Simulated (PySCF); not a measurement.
C₂H₁₅NSi₄.
Atom-mapped SMILES: `[CH3:1][N:2]([CH3:3])[Si@H:4]([SiH3:5])[SiH2:6][SiH3:7]` (hydrogens: H8, H9, H10 on C1; H11, H12, H13 on C3; H14 on Si4; H15, H16, H17 on Si5; H18, H19 on Si6; H20, H21, H22 on Si7)

The same species was optimised twice, with GFN2-xTB and with PBE0-D3(BJ)/def2-SVP (PySCF), and the same property calculations (PySCF, gas phase) were run on both structures.

```csv
coordinate,GFN2-xTB,PBE0-D3(BJ)/def2-SVP,change
Si6–Si7 (Å),2.316,2.346,+0.030
Si4–Si6 (Å),2.323,2.349,+0.026
Si4–Si5 (Å),2.336,2.358,+0.022
N2–Si4 (Å),1.740,1.750,+0.010
C1–N2 (Å),1.438,1.442,+0.004
N2–C3 (Å),1.439,1.441,+0.002
Si4–Si6–Si7 (°),119.7,104.4,-15.3
Si5–Si4–Si6 (°),118.3,111.2,-7.1
C1–N2–C3 (°),111.6,114.1,+2.5
N2–Si4–Si6 (°),104.3,106.5,+2.2
C1–N2–Si4 (°),120.4,121.2,+0.8
N2–Si4–Si5 (°),113.9,114.3,+0.4
C3–N2–Si4 (°),119.6,119.3,-0.3
C1–N2–Si4–Si5 (°),-75,-88,-13
N2–Si4–Si6–Si7 (°),-34,-37,-3
```

Rotational constants: A = 1486, B = 685.4, C = 529.6 MHz (GFN2-xTB) against A = 1380, B = 761.3, C = 565.3 MHz (PBE0-D3(BJ)/def2-SVP). Point groups within 0.08 Å: C1 and C1.

On the GFN2-xTB structure: HOMO (eV) -6.26 [PBE0/pcSseg-1]; LUMO (eV) -0.96 [PBE0/pcSseg-1]; dipole (D) 1.16 [PBE0/pcSseg-1]; GIAO shielding of C1/C3 (mean) (ppm) 143.0 [PBE0/pcSseg-1]; GIAO shielding of N2 (ppm) 258.8 [PBE0/pcSseg-1]; GIAO shielding of Si4 (ppm) 376.4 [PBE0/pcSseg-1]; GIAO shielding of Si5 (ppm) 479.8 [PBE0/pcSseg-1]; GIAO shielding of Si6 (ppm) 476.3 [PBE0/pcSseg-1]; GIAO shielding of Si7 (ppm) 464.7 [PBE0/pcSseg-1].

Q: What do these properties become on the PBE0-D3(BJ)/def2-SVP structure?

A: 
| property | level | on GFN2-xTB | on PBE0-D3(BJ)/def2-SVP | change |
| --- | --- | --- | --- | --- |
| HOMO (eV) | PBE0/pcSseg-1 | -6.26 | -6.23 | +0.03 |
| LUMO (eV) | PBE0/pcSseg-1 | -0.96 | -0.48 | +0.48 |
| dipole (D) | PBE0/pcSseg-1 | 1.16 | 1.16 | 0.00 |
| energy, GFN2-xTB geometry as zero (kcal/mol) | PBE0/pcSseg-1 | 0.0 | -6.1 | -6.1 |
| GIAO shielding of C1/C3 (mean) (ppm) | PBE0/pcSseg-1 | 143.0 | 142.5 | -0.5 |
| GIAO shielding of N2 (ppm) | PBE0/pcSseg-1 | 258.8 | 260.7 | +1.9 |
| GIAO shielding of Si4 (ppm) | PBE0/pcSseg-1 | 376.4 | 376.9 | +0.5 |
| GIAO shielding of Si5 (ppm) | PBE0/pcSseg-1 | 479.8 | 467.8 | -12.0 |
| GIAO shielding of Si6 (ppm) | PBE0/pcSseg-1 | 476.3 | 463.0 | -13.3 |
| GIAO shielding of Si7 (ppm) | PBE0/pcSseg-1 | 464.7 | 455.9 | -8.8 |

The heavy atoms differ by 0.177 Å rms after alignment. Among the bonds compared Si6–Si7 changes most (+0.030 Å). Changes are differences of the printed values. Neither structure is proved a minimum here.

The values belong to the conformer `[CH3:1][N:2]([CH3:3])[Si@H:4]([SiH3:5])[SiH2:6][SiH3:7]`: C1–N2–Si4–Si5 -88°, N2–Si4–Si6–Si7 -37°.
